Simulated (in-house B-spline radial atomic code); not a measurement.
## Ionising As⁴⁺ with different functionals

Computed with a radial B-spline atomic code at the basis-set limit: non-relativistic Hamiltonian, point nucleus, spin-polarised at highest spin, spherical fractional occupations for the functionals, and exact exchange of hybrids averaged over the configuration. The ionisation energy is the difference of two self-consistent energies, [Ar] 3d10 4s1 → [Ar] 3d10, without Breit or QED terms; ε is the level of the shell that loses the electron (its least bound occupied spin orbital). There is no spin-orbit coupling in this Hamiltonian.

| method | rung | ΔSCF (eV) | -ε(4s) (eV) |
| --- | --- | --- | --- |
| PBE0 | global hybrid | 62.52 | 58.06 |
| B3LYP | global hybrid | 63.07 | 58.14 |
| TPSSh | global hybrid | ? | ? |
| M06-2X | global hybrid | 62.17 | 58.69 |
| BHandHLYP | global hybrid | ? | ? |
| r2SCAN0 | global hybrid | 62.23 | 58.37 |
| B97-1 | global hybrid | 62.17 | 57.48 |
| HSE06 | range-separated hybrid | 62.61 | 57.80 |
| wB97X | range-separated hybrid | 61.65 | 60.42 |
| CAM-B3LYP | range-separated hybrid | 63.05 | 59.89 |
| LC-wPBE | range-separated hybrid | 62.66 | 61.28 |

What does BHandHLYP give?

ΔSCF 62.50 eV, and -ε(4s) = 59.36 eV.

What does TPSSh give?

ΔSCF 62.32 eV, and -ε(4s) = 57.20 eV.

Among the functionals, which spreads more, the ΔSCF values or the orbital energies?

The orbital energies: ΔSCF values span about 1.41 eV and the orbital energies 4.08 eV.

How do they compare with the NIST value?

NIST lists 62.77 eV ± 0.06 (measured, ground level to ground level). Errors run from -1.12 to +0.30 eV; LC-wPBE is closest (-0.11 eV), though others lie within the uncertainty of it, and part of that can be cancellation, since the calculations leave out relativity, Breit-QED terms.
